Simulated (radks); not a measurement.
Effect of the nuclear size on the vanadium ion V3+, [Ar] 3d2. Calculated with a radial shooting solver on a logarithmic mesh with Libxc functionals: Dirac Kohn-Sham, PBE, spin-unpolarised, spherical densities, finite nucleus; open shells fill j = l - 1/2 first; Fermi nuclear charge, rms radius 3.6002 fm. The rms radius is varied about that value; shifts are against it.

| rms radius (fm) | total energy shift (eV) | density at nucleus (e/bohr^3) | 1s1/2 shift (meV) | 2s1/2 shift (meV) | 3s1/2 shift (meV) |
|---|---|---|---|---|---|
| 3.2258 | -0.0118 | 9921 | -4.98 | -0.426 | -0.060 |
| 3.4058 | -0.00626 | 9903 | -2.65 | -0.227 | -0.032 |
| 3.6002 | 0 | 9885 | 0.000 | 0.000 | 0.000 |
| 3.8738 | 0.00938 | 9860 | 3.97 | 0.339 | 0.048 |
| 4.0394 | 0.0154 | 9847 | 6.51 | 0.557 | 0.079 |

Slopes of the eigenvalues against <r^2> in GHz/fm^2, as finite differences over the two radii next to the reference (eigenvalue slopes, not the field-shift constants of lines): 1s1/2 470, 2s1/2 40.2, 3s1/2 5.67.
